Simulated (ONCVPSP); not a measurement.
Cutoff test, Nb (Z = 41), ONCV

- Element: niobium (Nb)
- Generator: ONCVPSP 4.0.1
- Type: optimised norm-conserving Vanderbilt (ONCV)
- Functional: PBEsol
- Relativity: scalar-relativistic
- Frozen core: [Ar] 3d10
- Valence charge: 13
- Reference configuration: 4s2 4p6 4d4 5p1
- Partial waves: 4s: rc 1.15 bohr, ncon 4, nbas 8, qcut 5.3 1/bohr, 2 projectors, debl 0.9 Ha; 4p+5p: rc 2.60 bohr, ncon 4, nbas 8, qcut 6.4 1/bohr, 2 projectors; 4d: rc 2.70 bohr, ncon 3, nbas 8, qcut 6.2 1/bohr, 2 projectors, debl 3.7 Ha
- Local potential: polynomial inside 0.75 bohr (lpopt 5, dvloc0 0 Ha)
- Core correction: polynomial model core, fcfact 0.6

In the s channel the program set the typed energies aside and used -2.190, 0.250 Ha.

For each optimised wave give the share of its norm inside rc, the residual kinetic energy above qcut (Ha) and the cutoffs (Ha) for errors of 10, 1, 0.1 and 0.01 mHa per electron.

```csv
wave,norm inside rc,residual KE,10 mHa,1 mHa,0.1 mHa,0.01 mHa
4s,0.528,3.3e-02,30.8,115.7,136.8,184.1
s projector 2,0.083,1.4e-02,15.2,53.9,162.0,190.5
4p,0.985,2.9e-09,8.6,11.3,13.6,15.5
5p,0.064,2.3e-10,5.4,8.5,11.2,13.5
4d,0.762,2.6e-08,9.2,11.8,14.0,15.7
d projector 2,0.141,2.6e-06,12.4,14.9,16.6,18.5
```

The occupied waves need 116 Ha and 137 Ha for 1 and 0.1 mHa. Note: ghosts flagged at negative energy: s at -69.0 eV; GHOST(+) flagged for p at 122.9 eV. A true bound ghost makes a file unfit for plane-wave use.
